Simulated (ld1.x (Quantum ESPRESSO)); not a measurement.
# Reading a pseudo-wave (Ni)

Columns: radius, all-electron u(r) and pseudo u(r) of the 3p shell (level -73.40 eV) of nickel in the configuration [Ne] 3s2 3p6 3d8 4s1.75 4p0; LDA (PZ), scalar-relativistic, ultrasoft scheme, ld1.x (Quantum ESPRESSO) 7.5.

```
r (bohr)  all-electron   pseudo
   0.140        0.6382  -0.0540
   0.280       -0.0550  -0.2006
   0.420       -0.8208  -0.3988
   0.560       -1.1728  -0.5948
   0.700       -1.2059  -0.7393
   0.840       -1.0806  -0.8011
   0.980       -0.9019  -0.7760
   1.120       -0.7224  -0.6836
   1.260       -0.5639  -0.5579
   1.400       -0.4328  -0.4327
   1.540       -0.3282  -0.3282
   1.680       -0.2468  -0.2468
   1.820       -0.1845  -0.1845
   1.960       -0.1373  -0.1373
   2.100       -0.1017  -0.1017
   2.240       -0.0752  -0.0752
   2.380       -0.0554  -0.0554
   2.520       -0.0408  -0.0408
   2.660       -0.0300  -0.0300
   2.800       -0.0220  -0.0220
   2.940       -0.0161  -0.0161
   3.080       -0.0118  -0.0118
   3.220       -0.0086  -0.0086
   3.360       -0.0063  -0.0063
   3.500       -0.0046  -0.0046
   3.640       -0.0034  -0.0034
```

(1) How many radial nodes do the two functions have?

(2) At about which radius was the pseudo-wave matched?

(3) Is the pseudo-wave norm-conserving?

Answers

(1) The all-electron 3p function has n − l − 1 = 1; the pseudo-wave has 0, since the states of the same l below it are removed with the core.

(2) 1.50 bohr, where the columns begin to agree (steps of 0.14 bohr).

(3) No, it belongs to an ultrasoft set: the norm inside the radius is not constrained, and the difference is carried by the augmentation charge.
